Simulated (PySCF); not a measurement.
# Functional dependence of a UV spectrum

Germanium monoxide, GeO.
Atom-mapped SMILES: `[O+:1]#[Ge-:2]`

Linear-response calculations in the def2-SVPD basis (PySCF; singlets by full response, triplets Tamm–Dancoff, core orbitals frozen in the response; HF means time-dependent Hartree–Fock). 'Strongest' is the level of largest summed f among the singlets computed (10 roots, of which the last may lack a degenerate partner); it can jump between rows when another state enters that window. S1 is the lowest singlet of each run and needn't be the same state throughout; f(S1) is that of one state. Geometry: PBE0-D3(BJ)/def2-SVP; no solvent, vibrations or thermal averaging. Relativistic effects, spin–orbit coupling among them, are left out although an element past zinc is present.

```json
{"functional": "LDA", "kind": "LDA", "S1 (eV)": "4.82", "f(S1)": "0.000", "strongest (eV)": "8.10", "T1 (eV)": "4.03", "HOMO (eV)": "-7.52", "gap (eV)": "4.40", "ionisation energy, ΔSCF (eV)": "11.46"}
{"functional": "PBE", "kind": "GGA", "S1 (eV)": "4.79", "f(S1)": "0.000", "strongest (eV)": "7.97", "T1 (eV)": "3.87", "HOMO (eV)": "-7.33", "gap (eV)": "4.41", "ionisation energy, ΔSCF (eV)": "11.14"}
{"functional": "PBE0", "kind": "global hybrid, 25% exact exchange", "S1 (eV)": "4.81", "f(S1)": "0.000", "strongest (eV)": "8.35", "T1 (eV)": "3.89", "HOMO (eV)": "-8.66", "gap (eV)": "6.54", "ionisation energy, ΔSCF (eV)": "11.14"}
{"functional": "BHandHLYP", "kind": "global hybrid, 50% exact exchange", "S1 (eV)": "4.76", "f(S1)": "0.000", "strongest (eV)": "8.56", "T1 (eV)": "3.95", "HOMO (eV)": "-9.90", "gap (eV)": "8.58", "ionisation energy, ΔSCF (eV)": "10.83"}
{"functional": "CAM-B3LYP", "kind": "range-separated hybrid", "S1 (eV)": "4.84", "f(S1)": "0.000", "strongest (eV)": "8.42", "T1 (eV)": "4.00", "HOMO (eV)": "-10.06", "gap (eV)": "8.97", "ionisation energy, ΔSCF (eV)": "11.29"}
{"functional": "wB97X-D", "kind": "range-separated hybrid", "S1 (eV)": "4.86", "f(S1)": "0.000", "strongest (eV)": "9.12", "T1 (eV)": "4.14", "HOMO (eV)": "-10.53", "gap (eV)": "10.16", "ionisation energy, ΔSCF (eV)": "11.23"}
{"functional": "LC-wPBE", "kind": "range-separated hybrid", "S1 (eV)": "5.10", "f(S1)": "0.000", "strongest (eV)": "9.45", "T1 (eV)": "3.95", "HOMO (eV)": "-11.33", "gap (eV)": "11.41", "ionisation energy, ΔSCF (eV)": "11.34"}
{"functional": "HF", "kind": "Hartree–Fock", "S1 (eV)": "4.90", "f(S1)": "0.000", "strongest (eV)": "9.68", "T1 (eV)": "3.69", "HOMO (eV)": "-11.70", "gap (eV)": "12.50", "ionisation energy, ΔSCF (eV)": "not settled"}
```

Q: What does B3LYP (global hybrid, 20% exact exchange) give?

A: S1 (eV) 4.73, f(S1) 0.000, strongest (eV) 8.18, T1 (eV) 3.89, HOMO (eV) -8.46, gap (eV) 6.09, ionisation energy, ΔSCF (eV) 11.23. S1 runs from 4.73 eV (B3LYP) to 5.10 eV (LC-wPBE), a spread of 0.36 eV, while the orbital gap spreads over 8.1 eV. −ε(HOMO) comes closest to its own ΔSCF ionisation energy with LC-wPBE (-0.01 eV) and misses most with LDA (-3.94 eV). 'Not settled' means that the ion's SCF failed to converge or may have ended in another state than the lowest.
